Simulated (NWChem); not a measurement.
vinylidene fluoride (C$_{2}$H$_{2}$F$_{2}$); SMILES C=C(F)F

```xyz
6

C      0.0149    -1.3857     0.0000
C      0.0007    -0.0629     0.0000
F     -1.0932     0.6865     0.0000
F      1.0784     0.7097     0.0000
H      0.9572    -1.9159     0.0000
H     -0.9158    -1.9361     0.0000
```
Atoms are numbered in this order, from 1.

Computed with NWChem. Pople sets run with spherical d functions. Coordinates come from a B3LYP/6-31G* (spherical d) optimisation. Level: B3LYP/6-31G* with SMD (1 M gas to 1 M solution), gas-phase geometry.

Question: Estimate the computed values for solvent n-hexane. Quantities: solvation free energy (kcal/mol); cavity-dispersion-structure term (kcal/mol); dipole in solution (D).

Answer: 
```
Property                                     Value
-------------------------------------------  -----
solvation free energy (kcal/mol)              -0.2
cavity-dispersion-structure term (kcal/mol)    0.6
dipole in solution (D)                        1.16
```
